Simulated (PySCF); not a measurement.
# MBe for M along the third period

CCSD(T) with double-zeta basis sets in PySCF, for the lowest determinant that a PBE0 search found; no spin–orbit coupling. De refers to high-spin ground-configuration atoms.

```tsv
M	basis	reference, frozen orbitals	state (unpaired electrons)	Re (Å)	ωe (cm⁻¹)	De (eV)
Al	6-31G(d,p)	UHF, 5	doublet (π ↑)	2.431	373	0.38
Si	aug-cc-pVDZ/aug-cc-pV(D+d)Z	ROHF, 5	triplet (π ↑↑)	2.161	553	1.12
P	pcseg-1	UHF, 5	quartet (σ ↑, π ↑↑)	2.113	555	0.50
S	def2-SVP	RHF, 5	singlet (closed shell)	1.782	941	2.39
Cl	def2-SVP	UHF, 5	doublet (σ ↑)	1.848	811	3.28
```

(1) By what factor does the harmonic wavenumber vary along the series?

The rows differ in basis set, which adds steps of its own.

The state changes along the series, so neighbouring rows are not always alike in their bonding.

Correlated steps freeze 5 core orbitals. UHF and ROHF references stand side by side, which adds small steps between rows. Weak bonds: BeAl, BeP. Basis-set superposition, not corrected here, can be much of De in a small basis, most of all at correlated wavefunction levels. Where the molecule has an RHF reference, its open-shell atoms are computed with UHF. The CCSD T1 diagnostic is raised in BeS, BeSi, a sign that a single reference may not be enough there. States were picked by a PBE0 search and need not be the measured ground states.

Results:

(1) At CCSD(T) it runs from 373 cm⁻¹ (BeAl) to 941 cm⁻¹ (BeS), a factor of 2.52.
